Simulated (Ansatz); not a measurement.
Species: SnF2, charge 0, singlet. SnF2 (SMILES [F][Sn][F]).
B3LYP-D3(BJ)/def2-TZVP minimum from Ansatz (a quantum-chemistry and plane-wave program):
```xyz
3

Sn     0.0031    -0.0019     0.3444
F      0.6963     1.2727    -0.9558
F     -0.7135    -1.2620    -0.9573
```

Wanted: atomisation energy (electronic, to ground-state atoms), in kJ/mol. Open shells are spin-unrestricted; no spin-orbit coupling. Correlated methods leave the cores frozen (noble-gas shells, and filled d and f shells in the p block). Past Kr the def2 sets carry scalar-relativistic core potentials. CBS(X,Y): correlation extrapolated as X^-3, Hartree-Fock from the larger set. A bracket is a step between two methods taken in the basis named. Spin-orbit terms, left out, reach several kcal/mol for Br and I, and more for heavier atoms.

CCSD(T)/CBS(def2-TZVPP,def2-QZVPP) + [CCSDT(Q) - CCSD(T)]/def2-TZVPP + [CCSDTQ - CCSDT(Q)]/def2-SVP (Ansatz) gives 1026.2 kJ/mol.

Problem. What does PBE/def2-TZVPD (Ansatz) give here, and how do the other levels compare?

Solution. PBE gives 1053.5 kJ/mol, 27.3 kJ/mol above it. Differences of the others: r2SCAN/def2-TZVPD (Ansatz) -13.1; B3LYP/def2-TZVPD (Ansatz) -24.7; PBE0/def2-TZVPD (Ansatz) -44.8; B2PLYP/def2-TZVPD (Ansatz) -15.4; CCSD(T)/CBS(def2-TZVPP,def2-QZVPP) (Ansatz) -0.1 kJ/mol.
